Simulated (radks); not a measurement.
Q: All-electron atom: Pr II in [Xe] 4f3 6p1 (not the ground configuration). All-electron calculation, scalar-relativistic Kohn-Sham, r2SCAN, spin-polarised, spherical densities, finite nucleus; open shells are filled with parallel spins first (spin-orbit coupling, left out, can overturn this in heavy ions); meta-GGA in the generalised Kohn-Sham scheme; Fermi nuclear charge, rms radius 4.8919 fm. Program: a radial shooting solver on a logarithmic mesh with Libxc functionals. Some entries of the table are withheld. Estimate them.

orbital  occ.  eigenvalue (eV)  <1/r> (bohr^-1)
1s up       1        -41887.11            64.68
1s down     1        -41887.10            64.68
2s down     1        -6763.750            14.94
2s up       1        -6763.731            14.94
2p down     3        -6049.443            14.11
2p up       3        -6049.437            14.11
3s up       1        -1472.121            5.446
3s down     1        -1471.215            5.449
3p up       3        -1244.598            5.145
3p down     3        -1243.686            5.147
3d up       5        -925.3267            4.873
3d down     5        -924.6043            4.875
4s up       1        -302.2384            2.260
4s down     1        -299.5543            2.261
4p up       3        -227.5492            2.084
4p down     3        -224.7927            2.085
4d up       5        -120.3756            1.817
4d down     5        -117.5107            1.818
5s up       1         -47.7784           0.8762
5s down     1         -46.0388           0.8611
5p up       3              (1)           0.7468
5p down     3              (2)           0.7327
6s up       0          -8.8262           0.2959
4f up       3          -8.5613            1.200
5d up       0          -8.2066           0.4607
5d down     0          -6.8561           0.4749
6p up       1          -6.0235           0.2393
4f down     0          -5.9229            1.175

A: 
(1) 5p up eigenvalue (eV): -29.5669
(2) 5p down eigenvalue (eV): -28.2528
